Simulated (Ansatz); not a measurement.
ZrCl2F2⁻, that is ZrF2Cl2 with one electron more. Total charge -1; doublet. Geometry r2SCAN-D4/def2-SVP, that of the neutral singlet; atoms count from 1.

```xyz
5

Zr   -0.024    0.032   -0.081
F     0.153   -0.885   -1.724
F    -0.782    1.728   -0.427
Cl    2.090    0.306    0.890
Cl   -1.437   -1.180    1.341
```

In the def2 sets Zr takes a core potential; there is no spin–orbit coupling. The highest occupied level of the charge -1 doublet lies above zero (up to 1.64 eV). By energy differences its removal costs 0.37 eV (vertical, to the charge 0 singlet, at PBE0-D4/def2-TZVPD); a positive level beside a positive removal energy at the same level points to self-interaction error.

Q: Estimate the Mulliken populations from the PBE0/def2-TZVPD orbitals of Ansatz.

A: 
| atom | charge (e) | spin (α − β) | d electrons |
| --- | --- | --- | --- |
| Zr1 | 1.64 | 0.91 | 2.09 |
| F2 | -0.64 | 0.01 | – |
| F3 | -0.64 | 0.01 | – |
| Cl4 | -0.68 | 0.04 | – |
| Cl5 | -0.68 | 0.04 | – |
Mulliken values and Mayer orders depend strongly on the basis. With diffuse functions, as here, like atoms can get unlike values, and bond orders can come out too low or too high.

Q: Where does the spin sit?

A: Summed by element: Zr 0.91, F 0.01, Cl 0.08, of 1 unpaired in all. Largest on single atoms: Zr1 0.91, Cl4 0.04, Cl5 0.04.

Q: And the Mayer bond orders between bonded heavy atoms (over 0.3)?

A: Zr1–F2 0.55 (1.89 Å); Zr1–F3 0.55 (1.89 Å); Zr1–Cl4 0.69 (2.34 Å); Zr1–Cl5 0.69 (2.34 Å).
